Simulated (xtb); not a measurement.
xtb input (GFN1-xTB):

```bash
xtb mol.xyz --gfn 1 --opt tight --chrg 0 --uhf 0
```
mol.xyz:
```
3

Cd     0.00000000     0.00000000     0.00000000
Cl    -0.00000000    -0.00000000    -2.28505610
Cl     0.00000000     0.00000000     2.28505610
```

Output:

```
           -------------------------------------------------
          |                Calculation Setup                |
           -------------------------------------------------

           -------------------------------------------------
          |                 G F N 1 - x T B                 |
           -------------------------------------------------

        Reference                      10.1021/acs.jctc.7b00118
      * Hamiltonian:
        H0-scaling (s, p, d)           1.850000    2.250000    2.000000
        zeta-weighting                 0.000000
      * Dispersion:
        s8                             2.400000
        a1                             0.630000
        a2                             5.000000
        s9                             0.000000
      * Repulsion:
        kExp                           1.500000
        rExp                           1.000000
      * Coulomb:
        alpha                          2.000000
        third order                    atomic
        anisotropic                    false
      * Halogen bond correction:
        rad-scale                      1.300000
        damping                        0.440000

          ...................................................
          :                      SETUP                      :
          :.................................................:
          :  # basis functions                  24          :
          :  # atomic orbitals                  22          :
          :  # shells                            8          :
          :  # electrons                        16          :
          :  # halogen bonds                     0          :
          :  max. iterations                   250          :
          :  Hamiltonian                  GFN1-xTB          :
          :  restarted?                      false          :
          :  GBSA solvation                  false          :
          :  PC potential                    false          :
          :  electronic temp.          300.0000000     K    :
          :  accuracy                    1.0000000          :
          :  -> integral cutoff          0.2500000E+02      :
          :  -> integral neglect         0.1000000E-07      :
          :  -> SCF convergence          0.1000000E-05 Eh   :
          :  -> wf. convergence          0.2000000E-04 e    :
          :  Broyden damping             0.4000000          :
          :  net charge                          0          :
          :  unpaired electrons                  0          :
          ...................................................

 iter      E             dE          RMSdq      gap      omega  full diag
   1     -9.4109675 -0.941097E+01  0.442E+00    4.66       0.0  T
   2     -9.4110521 -0.845644E-04  0.259E+00    4.62       1.0  T
   3     -9.4110602 -0.810562E-05  0.671E-02    4.59       1.0  T
   4     -9.4110634 -0.320801E-05  0.655E-03    4.60       8.8  T
   5     -9.4110634 -0.693523E-07  0.366E-03    4.60      15.8  T
   6     -9.4110634 -0.564791E-09  0.665E-05    4.60     868.0  T
   7     -9.4110634 -0.692424E-11  0.681E-09    4.60  100000.0  T
[...]
 classical contributions        ...        0 min,  0.000 sec (  0.237%)
 integral evaluation            ...        0 min,  0.001 sec ( 37.645%)
 iterations                     ...        0 min,  0.000 sec ( 12.305%)
 molecular gradient             ...        0 min,  0.002 sec ( 43.501%)
 printout                       ...        0 min,  0.000 sec (  2.996%)

         :::::::::::::::::::::::::::::::::::::::::::::::::::::
         ::                     SUMMARY                     ::
         :::::::::::::::::::::::::::::::::::::::::::::::::::::
         :: total energy              -9.404918056633 Eh    ::
         :: gradient norm              0.000004008885 Eh/a0 ::
         :: HOMO-LUMO gap              5.029382847158 eV    ::
         ::.................................................::
         :: SCC energy                -9.415790737486 Eh    ::
         :: -> electrostatic           0.012245206732 Eh    ::
         :: repulsion energy           0.011868171041 Eh    ::
         :: dispersion energy         -0.000995490188 Eh    ::
         :: halogen bond corr.         0.000000000000 Eh    ::
         :: add. restraining           0.000000000000 Eh    ::
         :: total charge               0.000000000000 e     ::
         :::::::::::::::::::::::::::::::::::::::::::::::::::::

           -------------------------------------------------
          |                Property Printout                |
           -------------------------------------------------

    * Orbital Energies and Occupations

         #    Occupation            Energy/Eh            Energy/eV
      -------------------------------------------------------------
         1        2.0000           -0.8879730             -24.1630
         2        2.0000           -0.8811053             -23.9761
         3        2.0000           -0.5396914             -14.6857
         4        2.0000           -0.4677633             -12.7285
         5        2.0000           -0.4677633             -12.7285
         6        2.0000           -0.4594443             -12.5021
         7        2.0000           -0.4578166             -12.4578
         8        2.0000           -0.4578166             -12.4578 (HOMO)
         9                         -0.2729902              -7.4284 (LUMO)
        10                         -0.1295494              -3.5252
        11                         -0.1295494              -3.5252
        12                         -0.0185250              -0.5041
        13                         -0.0179252              -0.4878
        14                         -0.0179252              -0.4878
        15                         -0.0179148              -0.4875
        16                         -0.0179148              -0.4875
        17                         -0.0178460              -0.4856
        18                         -0.0178460              -0.4856
        19                         -0.0071419              -0.1943
       ...                                ...                  ...
        22                          0.2707340               7.3670
      -------------------------------------------------------------
                  HL-Gap            0.1848264 Eh            5.0294 eV
             Fermi-level           -0.3654034 Eh           -9.9431 eV

  Mulliken/CM5 charges         n(s)   n(p)   n(d)
     1Cd    0.58084  0.71480   0.971  0.448  0.000
     2Cl   -0.29042 -0.35740   1.920  5.372 -0.002
     3Cl   -0.29042 -0.35740   1.920  5.372 -0.002

Wiberg/Mayer (AO) data.
largest (>0.10) Wiberg bond orders for each atom

 ---------------------------------------------------------------------------
     #   Z sym  total        # sym  WBO       # sym  WBO       # sym  WBO
 ---------------------------------------------------------------------------
     1  48 Cd   1.829 --     3 Cl   0.914     2 Cl   0.914
     2  17 Cl   1.139 --     1 Cd   0.914     3 Cl   0.225
     3  17 Cl   1.139 --     1 Cd   0.914     2 Cl   0.225
 ---------------------------------------------------------------------------

Topologies differ in total number of bonds
Writing topology from bond orders to xtbtopo.mol

 dipole moment from electron density (au)
     X       Y       Z
   0.0000   0.0000  -0.0000  total (Debye):    0.000

           -------------------------------------------------
Note: The following floating-point exceptions are signalling: IEEE_UNDERFLOW_FLAG IEEE_DENORMAL
normal termination of xtb
          |                Geometry Summary                 |
           -------------------------------------------------

      molecular mass/u    :      183.3174330
   center of mass at/Å    :        0.0000000      -0.0000000       0.0000000
  moments of inertia/u·Å² :        0.3682672E-30   0.3538190E+03   0.3538190E+03
rotational constants/cm⁻¹ :        0.4577554E+32   0.4764479E-01   0.4764479E-01

 * 2 selected distances

     #   Z          #   Z                                           value/Å
     1  48 Cd       2  17 Cl                                      2.2338266 (max)
     1  48 Cd       3  17 Cl                                      2.2338266

 * 1 distinct bonds (by element types)

   Z      Z             #   av. dist./Å        max./Å        min./Å
  17 Cl  48 Cd          2     2.2338266     2.2338266     2.2338266

optimized geometry written to: xtbopt.xyz

           -------------------------------------------------
          | TOTAL ENERGY               -9.404918056633 Eh   |
          | GRADIENT NORM               0.000004008885 Eh/α |
          | HOMO-LUMO GAP               5.029382847158 eV   |
           -------------------------------------------------

------------------------------------------------------------------------
------------------------------------------------------------------------
 total:
 SCF:
 ANC optimizer:
```
